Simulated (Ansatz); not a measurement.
`FBO[SiH3]` + `BO` → `BOBF` + `O[SiH3]` at 298.15 K and 1 bar (ligand exchange at a B–O bond).

Isolated molecules relaxed with PBE0-D4/def2-TZVP in Ansatz; ΔE leaves out vibrations. CCSD(T)/CBS is the MP2 limit (def2-TZVPP, def2-QZVPP) plus CCSD(T) − MP2 in def2-TZVPP, frozen cores. This one scheme is used for every species. Each species was taken in one conformer, which may not be the lowest.

| species | CCSD(T)/CBS energy (Eh) | H − E (kJ/mol) | S (J/(mol·K)) |
| --- | --- | --- | --- |
| `FBO[SiH3]` | -491.38634 | 137.4 | 316.8 |
| `BO` | -101.80414 | 103.5 | 230.4 |
| `BOBF` | -226.48924 | 124.6 | 290.2 |
| `O[SiH3]` | -366.69042 | 113.6 | 257.8 |

H − E and S are ideal-gas, rigid-rotor, harmonic terms from PBE0-D4/def2-TZVP, for one conformer and one mirror image of each species. 1 Eh = 2625.50 kJ/mol, R = 8.31446 J/(mol·K).

Question: By hand: ΔE, ΔH, ΔS and ΔG.

Answer: ΔE = (-226.48924) + (-366.69042) − (-491.38634) − (-101.80414) = 0.01082 Eh = 28.4 kJ/mol. Δ(H − E) = 124.6 + 113.6 − 137.4 − 103.5 = -2.7, so ΔH = 25.7 kJ/mol. ΔS = 290.2 + 257.8 − 316.8 − 230.4 = 0.8 J/(mol·K). ΔG = 25.7 − 298.15 × (0.8)/1000 = 25.5 kJ/mol.

Question: By hand: the equilibrium constant, and the temperature at which ΔG would vanish if ΔH and ΔS stayed fixed.

Answer: log₁₀ K = −ΔG/(RT ln 10) = -4.5. ΔG = 0 at ΔH/ΔS = 32125 K, far beyond where these terms or the molecules hold.

The number of gas molecules stays the same, so ΔS is small and ΔH decides. A doubt of 5 kJ/mol in ΔE shifts log₁₀ K by 0.9 here. Other conformers and mirror images would add mixing entropy, several J/(mol·K) or more a flexible species. These are equilibria of isolated gas molecules and say nothing of rates. Largest T1 diagnostic: 0.014 (customary marks: 0.02 for closed shells, 0.045 for open ones).
